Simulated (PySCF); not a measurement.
Compound: dicyclohexylphosphine oxide, C₁₂H₂₃OP.
SMILES with atom numbers: `[O:1]=[PH:2]([CH:3]1[CH2:4][CH2:5][CH2:6][CH2:7][CH2:8]1)[CH:9]1[CH2:10][CH2:11][CH2:12][CH2:13][CH2:14]1` (hydrogens: H15 on P2; H16 on C3; H17, H18 on C4; H19, H20 on C5; H21, H22 on C6; H23, H24 on C7; H25, H26 on C8; H27 on C9; H28, H29 on C10; H30, H31 on C11; H32, H33 on C12; H34, H35 on C13; H36, H37 on C14)

Geometry (PBE0-D3(BJ)/def2-SVP, Å), atoms numbered from 1 in this order:
```xyz
37
C12H23OP angstrom
O     -0.0745   -1.0498    1.6854
P      0.2190   -0.1920    0.4880
C     -1.2718    0.2508   -0.4794
C     -2.1857    1.1061    0.4057
C     -3.5114    1.4186   -0.2792
C     -4.2198    0.1464   -0.7291
C     -3.3215   -0.6922   -1.6300
C     -1.9922   -1.0148   -0.9549
C      1.4277   -0.9466   -0.6752
C      2.5179   -1.6843    0.1102
C      3.5442   -0.7316    0.7116
C      4.1491    0.1792   -0.3515
C      3.0703    0.9582   -1.0969
C      2.0154    0.0310   -1.6990
H      0.7570    1.0981    0.7927
H     -0.9468    0.8467   -1.3532
H     -2.3687    0.5522    1.3433
H     -1.6717    2.0396    0.6897
H     -4.1551    2.0002    0.4003
H     -3.3246    2.0618   -1.1585
H     -5.1614    0.3921   -1.2461
H     -4.4968   -0.4479    0.1600
H     -3.8285   -1.6270   -1.9189
H     -3.1292   -0.1398   -2.5679
H     -2.1627   -1.6611   -0.0764
H     -1.3525   -1.5880   -1.6457
H      0.8188   -1.7032   -1.2001
H      3.0282   -2.3793   -0.5804
H      2.0427   -2.2919    0.8952
H      3.0635   -0.1213    1.4974
H      4.3334   -1.3083    1.2196
H      4.7169   -0.4362   -1.0733
H      4.8750    0.8740    0.1007
H      2.5922    1.6667   -0.3987
H      3.5187    1.5732   -1.8936
H      2.4833   -0.5644   -2.5032
H      1.2197    0.6190   -2.1869
```

ESP-fitted charges (e) from the PBE0/pcSseg-1 density (PySCF), one withheld:

```json
{"atom": "O1", "bonded to": "P2", "charge": "-0.5839"}
{"atom": "P2", "bonded to": "O1 C3 C9 H15", "charge": "+0.4446"}
{"atom": "C3", "bonded to": "P2 C4 C8 H16", "charge": "-0.1449"}
{"atom": "C4", "bonded to": "C3 C5 H17 H18", "charge": "-0.0790"}
{"atom": "C5", "bonded to": "C4 C6 H19 H20", "charge": "-0.0341"}
{"atom": "C6", "bonded to": "C5 C7 H21 H22", "charge": "-0.0393"}
{"atom": "C7", "bonded to": "C6 C8 H23 H24", "charge": "-0.0695"}
{"atom": "C8", "bonded to": "C7 C3 H25 H26", "charge": "-0.0786"}
{"atom": "C9", "bonded to": "P2 C10 C14 H27", "charge": "+0.0623"}
{"atom": "C10", "bonded to": "C9 C11 H28 H29", "charge": "-0.1712"}
{"atom": "C11", "bonded to": "C10 C12 H30 H31", "charge": "+0.0580"}
{"atom": "C12", "bonded to": "C11 C13 H32 H33", "charge": "-0.1561"}
{"atom": "C13", "bonded to": "C12 C14 H34 H35", "charge": "+0.0959"}
{"atom": "C14", "bonded to": "C13 C9 H36 H37", "charge": "?"}
{"atom": "H15", "bonded to": "P2", "charge": "+0.0293"}
{"atom": "H16", "bonded to": "C3", "charge": "+0.0960"}
{"atom": "H17", "bonded to": "C4", "charge": "+0.0864"}
{"atom": "H18", "bonded to": "C4", "charge": "+0.0231"}
{"atom": "H19", "bonded to": "C5", "charge": "+0.0227"}
{"atom": "H20", "bonded to": "C5", "charge": "+0.0272"}
{"atom": "H21", "bonded to": "C6", "charge": "+0.0197"}
{"atom": "H22", "bonded to": "C6", "charge": "+0.0359"}
{"atom": "H23", "bonded to": "C7", "charge": "+0.0300"}
{"atom": "H24", "bonded to": "C7", "charge": "+0.0366"}
{"atom": "H25", "bonded to": "C8", "charge": "+0.0884"}
{"atom": "H26", "bonded to": "C8", "charge": "+0.0343"}
{"atom": "H27", "bonded to": "C9", "charge": "+0.0552"}
{"atom": "H28", "bonded to": "C10", "charge": "+0.0549"}
{"atom": "H29", "bonded to": "C10", "charge": "+0.0689"}
{"atom": "H30", "bonded to": "C11", "charge": "+0.0286"}
{"atom": "H31", "bonded to": "C11", "charge": "+0.0129"}
{"atom": "H32", "bonded to": "C12", "charge": "+0.0508"}
{"atom": "H33", "bonded to": "C12", "charge": "+0.0347"}
{"atom": "H34", "bonded to": "C13", "charge": "-0.0216"}
{"atom": "H35", "bonded to": "C13", "charge": "+0.0170"}
{"atom": "H36", "bonded to": "C14", "charge": "+0.0924"}
{"atom": "H37", "bonded to": "C14", "charge": "+0.0529"}
```

Problem. What is the charge on C14?

Solution. The charges add up to the total charge, 0. The others sum to +0.2805, which leaves -0.2805 e for C14 (ring CH2 carbon).

Problem. Add each hydrogen's charge to the atom that carries it.

Solution. P2 +0.4739, C3 -0.0489, C4 +0.0305, C5 +0.0158, C6 +0.0163, C7 -0.0029, C8 +0.0441, C9 +0.1175, C10 -0.0474, C11 +0.0995, C12 -0.0706, C13 +0.0913, C14 -0.1352. Atoms without hydrogen keep their charges.

Problem. Across which bond do the charges differ most?

Solution. P2–O1: +0.4446 on P2 against -0.5839 on O1, a difference of 1.0285 e. The lower charge is on the more electronegative element of the two (Pauling values: O 3.44, P 2.19).

Problem. Take the bonds between elements whose Pauling electronegativities differ by more than 0.25. In how many does the more electronegative atom carry the lower charge?

Solution. In 20 of 25; it doesn't in C9–H27, C11–H30, C11–H31, C13–H34 and C13–H35.

Problem. How much positive and how much negative charge does this set hold in all?

Solution. +1.6587 e on 26 atoms and -1.6587 e on 11.

The ESP scheme fits charges at the nuclei, held to the total charge, to the electrostatic potential on points at 1.4 to 2.0 times the van der Waals radii. The structure is a single PBE0-D3(BJ)/def2-SVP conformer in the gas phase; no vibrational or solvent corrections.
